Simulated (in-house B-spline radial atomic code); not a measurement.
Computed with a B-spline radial atomic code. Model: two electrons, singlet ground state, non-relativistic, full CI in B-splines with partial waves to l = 8 (at full coupling up to 3e-4 hartree above the limit, correlation up to 0.6 % small), density held at that of full coupling by Lieb maximisation.

W(λ) is the mean repulsion in the state of coupling λ less the Hartree energy of the fixed density. Its start is exact exchange, its initial slope is twice the second-order Görling-Levy correlation energy, and its area from 0 to 1 is E_xc. A straight curve means weak, dynamic correlation, and a curve that drops fast and flattens means strong correlation.

Command:
```bash
python run_ac.py task.json out
```
Settings (lengths in bohr, energies in hartree):
```
potential              gauss
strength               2.34
lmax                   8
second                 2.7
```

Cost of the run: 16 s on 1 thread of Intel(R) Xeon(R) Processor @ 2.30GHz (shared host).

**W = mean repulsion less Hartree energy, and W of three functionals.**

Given: confinement Gaussian well; well depth 2.34 hartree; well width 2.7 bohr; external potential -V exp(-r^2/w^2).

Computed: LDA exchange minus exact 83.269 millihartree; SCAN exchange minus exact 2.74 millihartree.

| coupling | W xc (hartree) | W xc minus exchange (millihartree) | kinetic minus Kohn-Sham (millihartree) | LDA (PW92) W minus its exchange (millihartree) | PBE W minus its exchange (millihartree) | SCAN W minus its exchange (millihartree) |
| --- | --- | --- | --- | --- | --- | --- |
| 0 | -0.56907 | 0 | 0 | 0 | 0 | 0 |
| 0.02 | -0.57099 | -1.924 | 0.02 | -10.6 | -3.04 | -1.87 |
| 0.05 | -0.57382 | -4.752 | 0.12 | -21.2 | -7.34 | -4.58 |
| 0.12 | -0.58016 | -11.09 | 0.65 | -39.43 | -16.46 | -10.56 |
| 0.25 | -0.59103 | -21.963 | 2.65 | -63.8 | -31.06 | -20.73 |
| 0.4 | -0.60228 | -33.217 | 6.3 | -84.9 | -45.33 | -31.23 |
| 0.6 | -0.61545 | -46.386 | 12.85 | -106.85 | -61.42 | -43.62 |
| 0.8 | -0.62687 | -57.803 | 20.81 | -124.47 | -75.09 | -54.52 |
| 1 | -0.63684 | -67.775 | 29.77 | -139.21 | -86.93 | -64.19 |
| 1.4 | ? | ? | ? | ? | ? | ? |
| 2 | -0.67212 | -103.05 | 81.03 | -189.25 | -129.39 | -100.05 |
| 3 | ? | ? | ? | ? | ? | ? |
| 4.5 | -0.71366 | -144.59 | 208.04 | -249.65 | -183.76 | -145.72 |
| 7 | -0.73313 | -164.06 | 317.62 | -280.36 | -212.23 | -167.32 |
| 10 | -0.74674 | -177.67 | 431.58 | -303.22 | -233.66 | -181.53 |

Task: What belongs in the row 1.4?

Result: W xc (hartree): -0.65338; W xc minus exchange (millihartree): -84.314; kinetic minus Kohn-Sham (millihartree): 49.48; LDA (PW92) W minus its exchange (millihartree): -162.87; PBE W minus its exchange (millihartree): -106.63; SCAN W minus its exchange (millihartree): -80.66.

Task: What belongs in the row 3?

Result: W xc (hartree): -0.69353; W xc minus exchange (millihartree): -124.46; kinetic minus Kohn-Sham (millihartree): 133.78; LDA (PW92) W minus its exchange (millihartree): -219.77; PBE W minus its exchange (millihartree): -156.54; SCAN W minus its exchange (millihartree): -123.22.

Task: What is the PBE exchange minus exact?

Result: 23.58 millihartree.

**Energy parts, natural occupations and partial-wave weights.**

Computed: exchange energy -0.56907 hartree; kinetic part of the DFT correlation energy 0.029766 hartree; initial slope twice GL2 -0.096988 hartree; kinetic part over minus potential part 0.43919; Hartree energy 1.1381 hartree; Kohn-Sham kinetic 0.75171 hartree; Lieb Oxford ratio E_xc over LDA exchange 1.2496.

```
natural  occupation of the shell (electrons)
      s                               1.9589
      p                             0.036579
      s                            0.0030009
      d                           0.00097648
      p                                    ?
      f                           0.00011349
```

Task: What belongs in the row p?

Result: occupation of the shell (electrons): 0.00027187.

```csv
wave,weight
s,0.98097
p,0.018434
d,0.00051312
f,?
g,1.3822e-05
```

Task: What belongs in the row f?

Result: weight: 6.328e-05.

Task: What is the total energy?

Result: -1.9822 hartree.

Task: What is the correlation energy?

Result: -0.038009 hartree.

Half-way to full coupling W has made 59 % of its drop, against 50 % for a straight line, and second-order (GL2) theory, half the initial slope, overshoots the correlation energy by about 28 %: a moderate bend, as in light atoms. Over couplings 0 to 1 the errors in E_xc come to about +32 millihartree for LDA, +11 millihartree for PBE, +4.9 millihartree for SCAN, so SCAN is nearest. In LDA and PBE the errors of exchange and correlation have opposite signs, so the sum is smaller than the larger of the two.
